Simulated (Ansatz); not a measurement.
`CN(C)c1ccc(-c2ncccn2)nc1`. The state is a triplet with charge 0. Geometry PBE-D4/def2-SVP, that of the neutral singlet; atoms count from 1.

```xyz
27

C     2.7113    1.6634    2.5290
N     1.5499    0.7992    2.6030
C     1.1185    0.2708    3.8831
C     0.8798    0.4534    1.4510
C     1.2766    0.9251    0.1698
C     0.5514    0.5432   -0.9554
C    -0.5661   -0.3090   -0.8146
C    -1.3508   -0.7212   -2.0059
N    -0.9365   -0.2374   -3.2023
C    -1.6371   -0.6008   -4.2801
C    -2.7549   -1.4451   -4.2021
C    -3.0965   -1.8867   -2.9137
N    -2.4116   -1.5374   -1.8212
N    -0.9491   -0.7678    0.3940
C    -0.2633   -0.4090    1.4718
H     3.5313    1.2171    1.9199
H     3.1027    1.8403    3.5472
H     2.4654    2.6540    2.0825
H     0.0713    0.5625    4.1239
H     1.7717    0.6682    4.6813
H     1.1717   -0.8413    3.9200
H     2.1448    1.5874    0.0545
H     0.8280    0.8903   -1.9604
H    -1.2921   -0.2034   -5.2527
H    -3.3270   -1.7410   -5.0931
H    -3.9634   -2.5563   -2.7590
H    -0.6261   -0.8188    2.4296
```

At PBE0-D4/def2-SVP a singlet of charge 0 lies 2.98 eV below the triplet at the same geometry.

Problem. Estimate the Mulliken populations from the PBE0/def2-SVP orbitals of Ansatz.

Solution. 
```json
{"atom": "C1", "charge (e)": "0.04", "spin (α − β)": "-0.03"}
{"atom": "N2", "charge (e)": "-0.34", "spin (α − β)": "0.32"}
{"atom": "C3", "charge (e)": "0.04", "spin (α − β)": "-0.03"}
{"atom": "C4", "charge (e)": "0.07", "spin (α − β)": "0.35"}
{"atom": "C5", "charge (e)": "-0.02", "spin (α − β)": "0.15"}
{"atom": "C6", "charge (e)": "0.00", "spin (α − β)": "-0.02"}
{"atom": "C7", "charge (e)": "0.01", "spin (α − β)": "0.48"}
{"atom": "C8", "charge (e)": "0.00", "spin (α − β)": "0.04"}
{"atom": "N9", "charge (e)": "-0.19", "spin (α − β)": "0.15"}
{"atom": "C10", "charge (e)": "0.08", "spin (α − β)": "-0.10"}
{"atom": "C11", "charge (e)": "-0.12", "spin (α − β)": "0.32"}
{"atom": "C12", "charge (e)": "0.08", "spin (α − β)": "-0.11"}
{"atom": "N13", "charge (e)": "-0.14", "spin (α − β)": "0.16"}
{"atom": "N14", "charge (e)": "-0.16", "spin (α − β)": "0.17"}
{"atom": "C15", "charge (e)": "0.04", "spin (α − β)": "0.07"}
{"atom": "H16", "charge (e)": "0.08", "spin (α − β)": "0.03"}
{"atom": "H17", "charge (e)": "0.06", "spin (α − β)": "0.00"}
{"atom": "H18", "charge (e)": "0.08", "spin (α − β)": "0.02"}
{"atom": "H19", "charge (e)": "0.08", "spin (α − β)": "0.03"}
{"atom": "H20", "charge (e)": "0.06", "spin (α − β)": "0.00"}
{"atom": "H21", "charge (e)": "0.08", "spin (α − β)": "0.03"}
{"atom": "H22", "charge (e)": "0.01", "spin (α − β)": "-0.01"}
{"atom": "H23", "charge (e)": "0.04", "spin (α − β)": "0.00"}
{"atom": "H24", "charge (e)": "0.03", "spin (α − β)": "0.00"}
{"atom": "H25", "charge (e)": "0.03", "spin (α − β)": "-0.02"}
{"atom": "H26", "charge (e)": "0.03", "spin (α − β)": "0.00"}
{"atom": "H27", "charge (e)": "0.03", "spin (α − β)": "-0.01"}
```
Mulliken values depend strongly on the basis.

Problem. Where does the spin sit?

Solution. Summed by element: C 1.12, N 0.81, H 0.08, of 2 unpaired in all. Largest on single atoms: C7 0.48, C4 0.35, C11 0.32.

Problem. And the Mayer bond orders between heavy atoms (over 0.3)?

Solution. C1–N2 0.98 (1.45 Å); N2–C3 0.98 (1.45 Å); N2–C4 1.20 (1.38 Å); C4–C5 1.09 (1.42 Å); C4–C15 1.16 (1.43 Å); C5–C6 1.63 (1.39 Å); C6–C7 1.19 (1.41 Å); C7–C8 1.16 (1.48 Å); C7–N14 1.26 (1.35 Å); C8–N9 1.44 (1.36 Å); C8–N13 1.43 (1.35 Å); N9–C10 1.58 (1.34 Å); C10–C11 1.30 (1.40 Å); C11–C12 1.30 (1.40 Å); C12–N13 1.58 (1.34 Å); N14–C15 1.71 (1.33 Å).
